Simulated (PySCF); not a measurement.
**Ionisation energy of Cu by level of theory**

Cu [Ar] 3d10 4s1 [4s1/2^1, M_J = 1/2] → Cu⁺ [Ar] 3d10, as a difference of total energies. Computed with PySCF 2.14 in x2c-TZVPPall-2c (6s7p4d2f1g, 70 functions), with the two-component X2C-1e Hamiltonian. Correlated levels: [Ne] frozen; the 6 highest virtual spinors dropped. "Screened" scales the spin-orbit matrix elements by Boettger's factors to mimic the two-electron term; Breit and QED terms are absent.

| method | ionisation energy (eV) |
| --- | --- |
| GHF (screened spin-orbit) | 6.598 |
| GMP2 (screened spin-orbit) | 7.601 |

**Question.** How much does correlation contribute at GMP2 (screened spin-orbit)?

**Answer.** 7.601 − (6.598) = 1.003 eV, measured against GHF (screened spin-orbit).

Errors of the correlated levels include the incompleteness of this basis and the frozen core.

For comparison: 7.726 eV (measured; NIST Atomic Spectra Database, ionization energies).
